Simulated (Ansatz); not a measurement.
C2H7ClSi2 can be A, `[SiH3]/C=C/[SiH2]Cl`, or B, `C=C[SiH2][SiH2]Cl`.

Calculated with Ansatz (gas phase, PBE0-D4/def2-TZVP geometries, no zero-point term in ΔE). CBS: MP2 limit from def2 TZ/QZ plus the TZ coupled-cluster correction, frozen cores. Functionals use def2-TZVPP. B3LYP here is the variant with VWN-RPA as its local correlation; programs differ in this. Each species was taken in one conformer, which may not be the lowest.

A:

Z-matrix (Å, degrees):
```
Si
C 1 1.867
H 1 1.487 2 110.3
H 1 1.488 2 110.3 3 -119.1
H 1 1.486 2 108.8 3 120.5
C 2 1.338 1 123.7 3 -120.3
H 2 1.092 1 118.1 3 59.5
Si 6 1.853 2 122.2 1 -179.3
H 6 1.090 2 119.0 1 0.2
Cl 8 2.060 6 110.1 2 -119.8
H 8 1.482 6 109.1 2 -0.9
H 8 1.483 6 111.8 2 121.9
```

B:

Z-matrix (Å, degrees):
```
Si
C 1 1.859
Si 1 2.342 2 109.4
H 1 1.490 2 109.5 3 -120.1
H 1 1.489 2 111.4 3 118.8
C 2 1.330 1 123.3 3 115.6
H 2 1.089 1 118.2 3 -62.8
Cl 3 2.070 1 107.7 2 55.0
H 3 1.486 1 113.2 2 173.6
H 3 1.485 1 112.2 2 -62.9
H 6 1.086 2 122.0 1 -178.6
H 6 1.086 2 121.9 1 1.5
```

Problem. Which isomer does CCSD(T)/CBS put lower? Give the gap. (An estimate is asked.)

Solution. Ansatz gave: A, by 1.3 kcal/mol.

Problem. Give E(B) − E(A) in kcal/mol with CCSD(T)/def2-SVP, HF/def2-TZVPP, B2PLYP, B3LYP-D4, ωB97M-V, CCSD(T)/def2-TZVPP, MP2/def2-TZVPP. (Estimate.)

Solution. The calculation gave: CCSD(T)/def2-SVP 1.7, HF/def2-TZVPP 3.0, B2PLYP 1.8, B3LYP-D4 0.8, ωB97M-V 2.0, CCSD(T)/def2-TZVPP 1.5, MP2/def2-TZVPP 2.9. None reverses the order clearly.

Problem. Does the order hold for the free energy at 298.15 K (harmonic terms from PBE0-D4)? (Best estimate.)

Solution. Ansatz gave: Yes: G(B) − G(A) = +2.2 kcal/mol, for one conformer each. Modes under 60 cm⁻¹, often nearly free rotors, make the harmonic entropy too high.

Largest T1 diagnostic: 0.011.

From BLYP to BHLYP (50 % exact exchange), in def2-TZVPP and without D4, E(B) − E(A) moves by +1.3 kcal/mol. Leaving LDA and LC-ωPBE aside and taking each functional with its dispersion term where it has one, the values, not all of them listed here, spread over 3.6 kcal/mol, from PBE-D4 to ωB97M-V. LDA lies +0.7 kcal/mol from PBE without D4.
